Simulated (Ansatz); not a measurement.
A nudged elastic band was laid between two geometries of AlCl$_{2}$F$_{3}$H$_{3}$OTa (11 atoms, charge 0, multiplicity 1).

The calculation used Ansatz, RKS PBE/def2-SVP.

```
movable images  : 7
climbing image  : yes
spring          : 5.0 eV/Å²
optimiser       : quadratic models (default)
start path      : through a guess of the saddle point
force threshold : 0.05 eV/Å
iteration limit : 60
end points      : relaxed
```

Initial state:

```xyz
11
Properties=species:S:1:pos:R:3
Ta 0.198 -0.067 -0.192
F 1.853 0.795 -0.345
F 0.374 -0.271 1.687
Cl -0.244 -0.026 -2.497
F -1.008 1.339 0.101
Cl -1.510 -1.958 0.020
O 1.300 -1.869 -0.403
Al 0.282 -3.451 -0.296
H 0.129 -4.126 -1.729
H 0.562 -4.211 1.073
H 2.267 -1.850 -0.532
```

Final state:

```xyz
11
Properties=species:S:1:pos:R:3
Ta 0.083 -0.248 -0.043
F 2.076 -0.490 -1.331
F 1.161 0.992 0.859
Cl -0.431 1.037 -1.912
F -1.312 -0.058 1.178
Cl -1.389 -2.075 -1.193
O 0.991 -1.827 0.383
Al 0.192 -3.447 -0.122
H 1.098 -4.122 -1.248
H -0.502 -4.180 1.107
H 2.235 -1.275 -0.790
```

What changes between the two ends?

Bonds broken: O7–H11. Bonds formed: F2–H11.

What energy profile does the band end with?

It converged. The highest image is number 6 of 0 to 8, 86.6 kJ/mol above the first end and 7.4 kJ/mol above the last; the last end lies 79.2 kJ/mol above the first. The profile has 2 maxima (images 2, 6) with wells between them (image 5): this band takes more than one step, which may be the mechanism or a detour left from its start path. A vibrational analysis at the climbing image gives one clearly imaginary mode, 573i cm⁻¹: a first-order saddle point. The orbitals stay closed-shell, which can raise the energy where a bond breaks towards radicals; this wasn't checked here.

```
image  path coordinate (Å)  energy (kJ/mol)  O7–H11 (Å)  F2–H11 (Å)
    0                 0.00              0.0        0.98        2.68
    1                 1.03             14.3        0.98        2.66
    2                 2.07             31.7        0.98        2.58
    3                 3.10             30.5        0.98        2.62
    4                 4.13              9.8        0.98        2.72
    5                 5.16              1.8        0.98        2.08
    6                 6.20             86.6        1.30        1.12
    7                 6.48             80.8        1.60        0.99
    8                 6.75             79.2        1.80        0.97
```

What is the geometry of the highest image?


```xyz
11
Properties=species:S:1:pos:R:3
Ta 0.146 -0.215 -0.131
F 1.982 -0.508 -1.305
F 1.143 1.015 0.865
Cl -0.451 1.159 -1.886
F -1.250 -0.133 1.108
Cl -1.263 -2.051 -1.293
O 1.124 -1.841 0.300
Al 0.242 -3.455 -0.120
H 1.100 -4.248 -1.201
H -0.518 -4.042 1.145
H 1.945 -1.375 -0.595
```

The run took 8.4 min on 4 threads of Arm Neoverse V1, on a shared host, peak memory 0.26 GiB.
